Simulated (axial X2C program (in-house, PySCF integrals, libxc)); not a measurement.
## OPmO²⁺: the levels of the configuration f(δφ)1 f(π)0

Computed with an in-house all-electron X2C program for linear molecules (integrals from PySCF): two-component X2C with atomic mean-field Coulomb and Gaunt terms, basis O dyall-v2z, Pm dyall-v2z (cores contracted in-house). Orbitals come from Hartree–Fock averaged over the configuration Pm f(δφ)1 f(π)0; CI then distributes these electrons over the f(δφ), f(π) shells of Pm.

O–Pm–O held linear, both bonds 1.590 Å (near the minimum of the configuration average).

Active spinors (ω > 0):

```tsv
shell	ω	ε (eV)	character
f(δφ)	5/2	-14.90	100% Pm f
f(δφ)	3/2	-14.79	100% Pm f
f(δφ)	7/2	-14.38	100% Pm f
f(δφ)	5/2	-14.29	100% Pm f
f(π)	1/2	-11.54	71% Pm f, 18% O p, 9% Pm p
f(π)	3/2	-11.12	79% Pm f, 14% O p, 6% Pm p
```

Lowest levels of this model:

```json
{"Ω": "5/2", "energy (cm⁻¹)": "0", "g∥": "4.16", "configuration": "100% f(δφ)1"}
{"Ω": "7/2", "energy (cm⁻¹)": "4083", "g∥": "8.00", "configuration": "100% f(δφ)1"}
{"Ω": "3/2", "energy (cm⁻¹)": "5165", "g∥": "2.02", "configuration": "100% f(δφ)1"}
{"Ω": "5/2", "energy (cm⁻¹)": "8511", "g∥": "5.84", "configuration": "100% f(δφ)1"}
```

g∥ is the magnitude of 2⟨Lz + ge Sz⟩ for the +Ω component.

**Question.** From Ω and g∥ of the lowest level, whose 2⟨Lz + ge Sz⟩ is positive, find ⟨Sz⟩ and ⟨Lz⟩ (ge = 2.0023).

**Answer.** Ω = ⟨Lz⟩ + ⟨Sz⟩ = 5/2 and ⟨Lz⟩ + ge⟨Sz⟩ = 2.080, so ⟨Sz⟩ = -0.42 and ⟨Lz⟩ = 2.92.

Occupations of the active spinors in the lowest level by ω, shell by shell in order of energy: -7/2: 0.00; -5/2: 0.00 0.00; -3/2: 0.00 0.00; -1/2: 0.00; 1/2: 0.00; 3/2: 0.00 0.00; 5/2: 0.93 0.07; 7/2: 0.00. The leading determinant has weight 0.93 among 2.

This point took 2.4 s on 1 thread of Arm Neoverse N1 (shared host).

There is no dynamic correlation: spin–orbit spacings and, for f shells, spacings inside one term are the most reliable numbers, splittings between terms come out too wide, and energies between configurations are not reliable, so the lowest level need not be the ground state of the molecule. At most 6 roots were kept for each Ω > 0 (twice that for Ω = 0) within 3.5 eV of the lowest, so higher up levels can be missing between those listed; levels with Ω > 0 are doubly degenerate and listed once, Ω = 0 levels singly. States that fill the shells left empty in the average are placed too high. Along the bond the averaged SCF switches between close solutions, so this one may not be the lowest. The molecule was held linear; bending was not examined.
